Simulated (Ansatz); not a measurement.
A nudged elastic band was laid between two geometries of C$_{2}$H$_{8}$OSi$_{2}$ (13 atoms, charge 0, multiplicity 1).

Level of theory: RKS PBE/def2-SVP in Ansatz.

```json
{
 "movable images": "5",
 "climbing image": "yes",
 "spring": "5.0 eV/Å²",
 "optimiser": "quadratic models (default)",
 "start path": "through a guess of the saddle point",
 "force threshold": "0.03 eV/Å",
 "iteration limit": "60",
 "end points": "relaxed"
}
```

Initial state:

```xyz
13
Properties=species:S:1:pos:R:3
Si -1.125 -1.922 0.815
C 0.553 -1.097 0.973
C 0.873 0.050 0.336
O -0.016 0.691 -0.474
Si 0.280 2.137 -1.322
H -2.239 -1.028 1.294
H -1.430 -2.308 -0.609
H -1.131 -3.172 1.654
H 1.340 -1.540 1.606
H 1.869 0.528 0.437
H 0.609 3.246 -0.359
H 1.427 1.955 -2.278
H -0.990 2.423 -2.056
```

Final state:

```xyz
13
Properties=species:S:1:pos:R:3
Si -0.680 -2.000 0.916
C 0.273 -0.723 -0.061
C -0.012 0.612 -0.107
O -1.035 1.220 0.553
Si 1.001 1.860 -1.129
H -1.833 -1.313 1.621
H -1.264 -3.076 0.039
H 0.161 -2.663 1.974
H 1.138 -1.062 -0.656
H -1.532 0.540 1.061
H 1.578 2.916 -0.226
H 2.109 1.123 -1.826
H 0.116 2.532 -2.143
```

Task: What changes between the two ends?

Result: Bonds broken: C3–H10, O4–Si5. Bonds formed: C3–Si5, O4–H10.

Task: Give the energies along the band, and the barrier.

Result: It converged. The highest image is number 3 of 0 to 6, 3.56 eV above the first end and 2.89 eV above the last; the last end lies 0.67 eV above the first. Neighbouring images differ by up to 2.8 eV, so the band resolves the path poorly. A vibrational analysis at the climbing image gives one clearly imaginary mode, 1233i cm⁻¹: a first-order saddle point. The orbitals stay closed-shell, which can raise the energy where a bond breaks towards radicals; this wasn't checked here.

```tsv
image	path coordinate (Å)	energy (eV)	C3–H10 (Å)	O4–Si5 (Å)	C3–Si5 (Å)
0	0.00	0.00	1.11	1.70	2.73
1	2.08	0.02	1.11	1.70	2.71
2	4.16	0.77	1.11	1.74	2.40
3	6.24	3.56	1.17	2.78	1.96
4	7.93	0.78	1.93	2.81	1.90
5	9.62	0.72	1.93	2.71	1.90
6	11.31	0.67	1.92	2.72	1.90
```

Task: What is the geometry of the highest image?

Result: 
```xyz
13
Properties=species:S:1:pos:R:3
Si -0.970 -1.958 0.865
C 0.341 -0.715 0.348
C -0.060 0.602 0.067
O -1.311 1.094 0.272
Si 0.972 1.669 -1.208
H -1.537 -1.607 2.216
H -2.094 -1.954 -0.136
H -0.357 -3.329 0.939
H 1.413 -0.961 0.264
H 0.005 1.319 0.994
H 0.880 3.114 -0.816
H 2.411 1.232 -1.244
H 0.327 1.460 -2.546
```

The run took 6.3 min on 2 threads of Arm Neoverse V2, on a shared host, peak memory 0.16 GiB.
